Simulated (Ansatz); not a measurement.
Ansatz (an electronic-structure program) input for Si(Cl)2(GeH3)(OH) (Cl2GeH4OSi), SMILES O[Si](Cl)(Cl)[GeH3], B3LYP-D3(BJ)/def2-SVP. 

Ansatz 0.2 input:
```yaml
crystal:
  periodic: [false, false, false]
  atoms:
    - {symbol: O, position_ang: [1.25260256, -0.09808867, 1.63658647]}
    - {symbol: Si, position_ang: [0.59181640, 0.00444582, 0.16017998]}
    - {symbol: Cl, position_ang: [1.36101971, -1.56237801, -0.81246651]}
    - {symbol: Cl, position_ang: [1.15603434, 1.75003202, -0.70088176]}
    - {symbol: Ge, position_ang: [-1.72991315, -0.08695819, 0.22955417]}
    - {symbol: H, position_ang: [1.23155094, 0.61791314, 2.26702661]}
    - {symbol: H, position_ang: [-2.30468552, 0.76078433, 1.32317569]}
    - {symbol: H, position_ang: [-2.39226435, 0.39220155, -1.01804916]}
    - {symbol: H, position_ang: [-2.27354900, -1.45588713, 0.47382260]}
basis:
  gaussian:
    orbitals: def2-SVP
hamiltonian:
  xc: b3lyp
  dispersion: d3bj
relax: {f_tol: 0.002, max_steps: 200}
```

Program output:

```
[...]
relax step   7: F+E_penalty+E_count = -91541.23953621 eV  Δ(F+E_penalty+E_count) = -3.080e-3 eV  max|allowed force component| = 2.664e-1 eV/Å  Δτ_max = 0.0451 Å  (23 SCF iters, accepted)
these checks for a lower state are left out or cut short: starts, cluster_reference, orbital_swaps, neighbouring_geometries, increment
integrals: 0.08 GiB planned
1216 factors; integrals over basis functions are off by at most 3.2e-4 eV
mean field: 0.74 GiB planned
mean field -91540.73051609 eV, -3364.0597979307 hartree, gradient 2.4e-5 eV, S^2 0.000000; 0 other end points of the search recorded, 0 dependent functions left out
the calculation of the forces begins
reference -91540.73078812 eV, -3364.0598079275 hartree; 46, 46 occupied and 74, 74 virtual orbitals, 1216 factors
relax step   8: F+E_penalty+E_count = -91541.24864320 eV  Δ(F+E_penalty+E_count) = -9.107e-3 eV  max|allowed force component| = 1.193e-1 eV/Å  Δτ_max = 0.1858 Å  (26 SCF iters, accepted)
these checks for a lower state are left out or cut short: starts, cluster_reference, orbital_swaps, neighbouring_geometries, increment
integrals: 0.08 GiB planned
1216 factors; integrals over basis functions are off by at most 3.2e-4 eV
mean field: 0.74 GiB planned
mean field -91540.73313173 eV, -3364.0598940538 hartree, gradient 3.2e-5 eV, S^2 0.000000; 0 other end points of the search recorded, 0 dependent functions left out
the calculation of the forces begins
reference -91540.73340427 eV, -3364.0599040693 hartree; 46, 46 occupied and 74, 74 virtual orbitals, 1216 factors
relax step   9: F+E_penalty+E_count = -91541.25070247 eV  Δ(F+E_penalty+E_count) = -2.059e-3 eV  max|allowed force component| = 2.239e-1 eV/Å  Δτ_max = 0.0496 Å  (23 SCF iters, accepted)
these checks for a lower state are left out or cut short: starts, cluster_reference, orbital_swaps, neighbouring_geometries, increment
integrals: 0.08 GiB planned
1216 factors; integrals over basis functions are off by at most 3.4e-4 eV
mean field: 0.74 GiB planned
mean field evaluation 64: about -91540.6337 eV, gradient 2.6e-5 eV
mean field -91540.63369688 eV, -3364.0562398904 hartree, gradient 3.2e-5 eV, S^2 0.000000; 0 other end points of the search recorded, 0 dependent functions left out
the calculation of the forces begins
reference -91540.63397356 eV, -3364.0562500580 hartree; 46, 46 occupied and 74, 74 virtual orbitals, 1216 factors
relax step  10: F+E_penalty+E_count = -91541.15122795 eV  Δ(F+E_penalty+E_count) = +9.947e-2 eV  max|allowed force component| = 2.033e0 eV/Å  Δτ_max = 0.1936 Å  (28 SCF iters, rejected (line search))
these checks for a lower state are left out or cut short: starts, cluster_reference, orbital_swaps, neighbouring_geometries, increment
integrals: 0.08 GiB planned
1216 factors; integrals over basis functions are off by at most 3.2e-4 eV
mean field: 0.74 GiB planned
mean field -91540.74464951 eV, -3364.0603173241 hartree, gradient 9.5e-6 eV, S^2 0.000000; 0 other end points of the search recorded, 0 dependent functions left out
the calculation of the forces begins
reference -91540.74492234 eV, -3364.0603273506 hartree; 46, 46 occupied and 74, 74 virtual orbitals, 1216 factors
relax step  11: F+E_penalty+E_count = -91541.26333337 eV  Δ(F+E_penalty+E_count) = -1.263e-2 eV  max|allowed force component| = 2.440e-1 eV/Å  Δτ_max = 0.0967 Å  (27 SCF iters, accepted)
these checks for a lower state are left out or cut short: starts, cluster_reference, orbital_swaps, neighbouring_geometries, increment
integrals: 0.08 GiB planned
1216 factors; integrals over basis functions are off by at most 3.5e-4 eV
mean field: 0.74 GiB planned
mean field -91540.75860918 eV, -3364.0608303328 hartree, gradient 2.6e-5 eV, S^2 0.000000; 0 other end points of the search recorded, 0 dependent functions left out
the calculation of the forces begins
reference -91540.75888345 eV, -3364.0608404117 hartree; 46, 46 occupied and 74, 74 virtual orbitals, 1216 factors
relax step  12: F+E_penalty+E_count = -91541.27686348 eV  Δ(F+E_penalty+E_count) = -1.353e-2 eV  max|allowed force component| = 2.061e-1 eV/Å  Δτ_max = 0.1000 Å  (27 SCF iters, accepted)
these checks for a lower state are left out or cut short: starts, cluster_reference, orbital_swaps, neighbouring_geometries, increment
integrals: 0.08 GiB planned
1216 factors; integrals over basis functions are off by at most 3.9e-4 eV
mean field: 0.74 GiB planned
mean field -91540.77781376 eV, -3364.0615360880 hartree, gradient 1.9e-5 eV, S^2 0.000000; 0 other end points of the search recorded, 0 dependent functions left out
the calculation of the forces begins
reference -91540.77808903 eV, -3364.0615462040 hartree; 46, 46 occupied and 74, 74 virtual orbitals, 1216 factors
relax step  13: F+E_penalty+E_count = -91541.29585991 eV  Δ(F+E_penalty+E_count) = -1.900e-2 eV  max|allowed force component| = 1.277e-1 eV/Å  Δτ_max = 0.1500 Å  (27 SCF iters, accepted)
these checks for a lower state are left out or cut short: starts, cluster_reference, orbital_swaps, neighbouring_geometries, increment
integrals: 0.08 GiB planned
1216 factors; integrals over basis functions are off by at most 5.0e-4 eV
mean field: 0.74 GiB planned
mean field -91540.78967064 eV, -3364.0619718200 hartree, gradient 2.2e-5 eV, S^2 0.000000; 0 other end points of the search recorded, 0 dependent functions left out
the calculation of the forces begins
reference -91540.78994494 eV, -3364.0619819007 hartree; 46, 46 occupied and 74, 74 virtual orbitals, 1216 factors
relax step  14: F+E_penalty+E_count = -91541.30792077 eV  Δ(F+E_penalty+E_count) = -1.206e-2 eV  max|allowed force component| = 1.321e-1 eV/Å  Δτ_max = 0.2000 Å  (27 SCF iters, accepted)
these checks for a lower state are left out or cut short: starts, cluster_reference, orbital_swaps, neighbouring_geometries, increment
integrals: 0.08 GiB planned
1216 factors; integrals over basis functions are off by at most 5.7e-4 eV
mean field: 0.74 GiB planned
mean field evaluation 96: about -91540.7955 eV, gradient 8.3e-2 eV
mean field -91540.79551254 eV, -3364.0621865063 hartree, gradient 7.8e-5 eV, S^2 0.000000; 0 other end points of the search recorded, 0 dependent functions left out
the calculation of the forces begins
reference -91540.79578657 eV, -3364.0621965763 hartree; 46, 46 occupied and 74, 74 virtual orbitals, 1216 factors
relax step  15: F+E_penalty+E_count = -91541.31331939 eV  Δ(F+E_penalty+E_count) = -5.399e-3 eV  max|allowed force component| = 2.462e-2 eV/Å  Δτ_max = 0.0901 Å  (24 SCF iters, accepted)
these checks for a lower state are left out or cut short: starts, cluster_reference, orbital_swaps, neighbouring_geometries, increment
integrals: 0.08 GiB planned
1216 factors; integrals over basis functions are off by at most 5.9e-4 eV
mean field: 0.74 GiB planned
mean field -91540.79524864 eV, -3364.0621768080 hartree, gradient 2.3e-5 eV, S^2 0.000000; 0 other end points of the search recorded, 0 dependent functions left out
the calculation of the forces begins
reference -91540.79552249 eV, -3364.0621868717 hartree; 46, 46 occupied and 74, 74 virtual orbitals, 1216 factors
relax step  16: F+E_penalty+E_count = -91541.31358733 eV  Δ(F+E_penalty+E_count) = -2.679e-4 eV  max|allowed force component| = 1.178e-2 eV/Å  Δτ_max = 0.0234 Å  (24 SCF iters, accepted)
these checks for a lower state are left out or cut short: starts, cluster_reference, orbital_swaps, neighbouring_geometries, increment
integrals: 0.08 GiB planned
1216 factors; integrals over basis functions are off by at most 6.0e-4 eV
mean field: 0.74 GiB planned
mean field -91540.79534127 eV, -3364.0621802119 hartree, gradient 2.3e-5 eV, S^2 0.000000; 0 other end points of the search recorded, 0 dependent functions left out
the calculation of the forces begins
reference -91540.79561528 eV, -3364.0621902818 hartree; 46, 46 occupied and 74, 74 virtual orbitals, 1216 factors
relax step  17: F+E_penalty+E_count = -91541.31348210 eV  Δ(F+E_penalty+E_count) = +1.052e-4 eV  max|allowed force component| = 6.136e-2 eV/Å  Δτ_max = 0.0158 Å  (24 SCF iters, rejected (line search))
these checks for a lower state are left out or cut short: starts, cluster_reference, orbital_swaps, neighbouring_geometries, increment
integrals: 0.08 GiB planned
1216 factors; integrals over basis functions are off by at most 5.9e-4 eV
mean field: 0.74 GiB planned
mean field -91540.79548115 eV, -3364.0621853527 hartree, gradient 1.4e-5 eV, S^2 0.000000; 0 other end points of the search recorded, 0 dependent functions left out
the calculation of the forces begins
reference -91540.79575508 eV, -3364.0621954193 hartree; 46, 46 occupied and 74, 74 virtual orbitals, 1216 factors
relax step  18: F+E_penalty+E_count = -91541.31362680 eV  Δ(F+E_penalty+E_count) = -3.947e-5 eV  max|allowed force component| = 4.239e-3 eV/Å  Δτ_max = 0.0073 Å  (21 SCF iters, accepted)
these checks for a lower state are left out or cut short: starts, cluster_reference, orbital_swaps, neighbouring_geometries, increment
integrals: 0.08 GiB planned
1216 factors; integrals over basis functions are off by at most 5.9e-4 eV
mean field: 0.74 GiB planned
mean field -91540.79548476 eV, -3364.0621854853 hartree, gradient 4.1e-5 eV, S^2 0.000000; 0 other end points of the search recorded, 0 dependent functions left out
the calculation of the forces begins
reference -91540.79575870 eV, -3364.0621955523 hartree; 46, 46 occupied and 74, 74 virtual orbitals, 1216 factors
relax step  19: F+E_penalty+E_count = -91541.31362937 eV  Δ(F+E_penalty+E_count) = -2.568e-6 eV  max|allowed force component| = 6.809e-3 eV/Å  Δτ_max = 0.0023 Å  (19 SCF iters, accepted)
these checks for a lower state are left out or cut short: starts, cluster_reference, orbital_swaps, neighbouring_geometries, increment
integrals: 0.08 GiB planned
1216 factors; integrals over basis functions are off by at most 5.9e-4 eV
mean field: 0.74 GiB planned
mean field -91540.79549536 eV, -3364.0621858748 hartree, gradient 2.6e-5 eV, S^2 0.000000; 0 other end points of the search recorded, 0 dependent functions left out
the calculation of the forces begins
reference -91540.79576931 eV, -3364.0621959422 hartree; 46, 46 occupied and 74, 74 virtual orbitals, 1216 factors
relax step  20: F+E_penalty+E_count = -91541.31363084 eV  Δ(F+E_penalty+E_count) = -1.468e-6 eV  max|allowed force component| = 6.079e-4 eV/Å  Δτ_max = 0.0011 Å  (17 SCF iters, accepted)
integrals: 0.08 GiB planned
1216 factors; integrals over basis functions are off by at most 5.9e-4 eV
mean field: 0.74 GiB planned
mean field evaluation 128: about -91540.7788 eV, gradient 3.2e0 eV
mean field -91540.79549536 eV, -3364.0621858748 hartree, gradient 2.6e-5 eV, S^2 0.000000; 1 other end points of the search recorded, 0 dependent functions left out
the calculation of the forces begins
reference -91540.79576931 eV, -3364.0621959422 hartree; 46, 46 occupied and 74, 74 virtual orbitals, 1216 factors
Total energy: -91541.31390478 eV, -3364.0812370696 hartree
Atom 0 at     0.993332     0.007650     1.851081 Å, force    -0.000394    -0.000089     0.000119 eV/Å
Atom 1 at     0.489465     0.131117     0.283249 Å, force    -0.000377     0.000032    -0.000608 eV/Å
Atom 2 at     1.398970    -1.338256    -0.876010 Å, force     0.000136    -0.000188     0.000184 eV/Å
Atom 3 at     1.070812     1.964808    -0.510322 Å, force     0.000052     0.000243     0.000257 eV/Å
Atom 4 at    -1.869245    -0.095431     0.212345 Å, force    -0.000151     0.000028    -0.000014 eV/Å
Atom 5 at     1.938771     0.081146     2.038390 Å, force     0.000578    -0.000015    -0.000056 eV/Å
Atom 6 at    -2.525939     1.019397     1.047012 Å, force    -0.000027     0.000132     0.000041 eV/Å
Atom 7 at    -2.325426     0.024319    -1.252981 Å, force     0.000139    -0.000060    -0.000065 eV/Å
Atom 8 at    -2.278128    -1.472685     0.766185 Å, force     0.000045    -0.000083     0.000141 eV/Å
Dipole moment:     0.037179    -0.018348     0.199861 e Å
```

Self-consistency was reached.

Cost: about 110 core-seconds (a rough figure).
